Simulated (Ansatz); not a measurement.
`[SiH3]S/C=C/S` → 2 C• + 6 H• + 2 S• + Si•  (atomization)

Computed with Ansatz on PBE0-D4/def2-TZVP structures; ΔE is electronic, products minus reactants. CCSD(T)/CBS is the MP2 limit (def2-TZVPP, def2-QZVPP) plus CCSD(T) − MP2 in def2-TZVPP, frozen cores. This one scheme is used for every species, atoms too. DFT in def2-TZVPP. B3LYP here is the variant with VWN-RPA as its local correlation; programs differ in this. Open shells (•) are unrestricted, without spin–orbit coupling. Spin–orbit coupling would lower the free atoms: a little for C, S, Si. Each species was taken in one conformer, which may not be the lowest.

```tsv
level	ΔE (kcal/mol)
B3LYP-D4	905.2
PBE0	904.2
```

(1) What does CCSD(T)/CBS give? (Best estimate.)

Largest T1 diagnostic among the species: 0.012.

Answers

(1) The calculation gave: +905.9 kcal/mol. The listed levels differ from it by -0.7, -1.7 kcal/mol.

From PBE to PBE0 (25 % exact exchange), in def2-TZVPP and without D4, ΔE moves by −13.6 kcal/mol: exact exchange takes away binding that semilocal exchange gives to molecules. The D4 term adds +11.1 kcal/mol with B3LYP and +5.8 kcal/mol with PBE0; it sums over pairs of atoms, weighted by their polarisabilities, and B3LYP, whose exchange is more repulsive, gets the larger term. In def2-TZVPP, CCSD(T) changes the Hartree–Fock value by +226.6 kcal/mol (the triples alone add +16.0 kcal/mol) and MP2 by +238.1 kcal/mol; breaking electron pairs costs correlation energy, which Hartree–Fock lacks.

For atomizations the MP2-based limit and the directly extrapolated one differ by several kJ/mol either way, and by 10 to 25 for some Ge, Se and Sn compounds, so smaller differences from it don't rank the levels.
